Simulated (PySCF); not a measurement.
C4H8O3.
SMILES with atom numbers: `[CH3:1][CH:2]1[O:3][CH2:4][O:5][CH2:6][O:7]1` (hydrogens: H8, H9, H10 on C1; H11 on C2; H12, H13 on C4; H14, H15 on C6)

Structure used (GFN2-xTB), in Å, numbered top down from 1:
```xyz
15
C4H8O3 angstrom
C      2.0901   -0.5212    0.0218
C      0.6427   -0.1637   -0.2529
O     -0.1901   -1.1415    0.3252
C     -1.5343   -0.7929    0.1858
O     -1.8137    0.4647    0.7314
C     -0.9799    1.4271    0.1517
O      0.3712    1.1069    0.2913
H      2.3047   -1.4983   -0.3984
H      2.2456   -0.5457    1.0957
H      2.7359    0.2296   -0.4216
H      0.4340   -0.1282   -1.3476
H     -2.1216   -1.5279    0.7373
H     -1.8107   -0.7977   -0.8913
H     -1.2286    1.5292   -0.9270
H     -1.1497    2.3677    0.6768
```

Method: TDDFT wB97X-D/def2-SVPD, vertical, gas phase, core orbitals frozen in the response (PySCF).

Transition dipole moments from the ground state, in atomic units and in the frame of the coordinates above (overall signs are arbitrary), for the states with f of 0.002 or more among the lowest 8:

| state | E (eV) | μx | μy | μz |
| --- | --- | --- | --- | --- |
| S1 | 8.266 | -0.119 | 0.020 | -0.650 |
| S2 | 8.584 | -0.023 | 0.008 | 0.169 |
| S4 | 8.988 | -0.074 | 0.007 | -0.754 |
| S5 | 9.101 | 0.651 | -0.158 | 0.244 |
| S6 | 9.149 | 0.075 | 0.302 | -0.004 |
| S8 | 9.420 | -0.037 | -0.150 | 0.004 |

Q: Work out the oscillator strengths.

A: f = (2/3) ΔE |μ|² with ΔE in hartree (27.2114 eV).

| state | \|μ\|² (au) | \|μ\| (D) | f |
| --- | --- | --- | --- |
| S1 | 0.437 | 1.68 | 0.089 |
| S2 | 0.029 | 0.43 | 0.006 |
| S4 | 0.574 | 1.93 | 0.126 |
| S5 | 0.509 | 1.81 | 0.114 |
| S6 | 0.097 | 0.79 | 0.022 |
| S8 | 0.024 | 0.39 | 0.006 |

Q: The point group is Cs. Which irreducible representation does each state belong to?

A: From a totally symmetric ground state, an allowed state transforms like the component of the dipole operator along its μ. Polarised normal to the mirror plane, so A″: S6 and S8. Polarised in the mirror plane, so A′: S1, S2, S4 and S5.

Q: What angle do the transition dipoles of S1 and S4 make?

A: |cos θ| = |μa·μb| / (|μa| |μb|) = 1.00, so θ ≈ 5° (taken between 0 and 90°, since the signs are arbitrary).

Q: What peak molar absorption coefficient would the strongest computed level give as a lone Gaussian band 0.5 eV wide at half height?

A: ε(max) = 2.175×10⁸ f / FWHM, with the width in cm⁻¹. S4: 2.175×10⁸ × 0.1265 / 4033 ≈ 6800 L mol⁻¹ cm⁻¹.

The run took 21 s of wall time on one thread, x86-64 server (shared host).

One conformer stands for the species.

Without π bonds the low states may be Rydberg-like; a valence basis with one diffuse set may place them up to an eV too high.
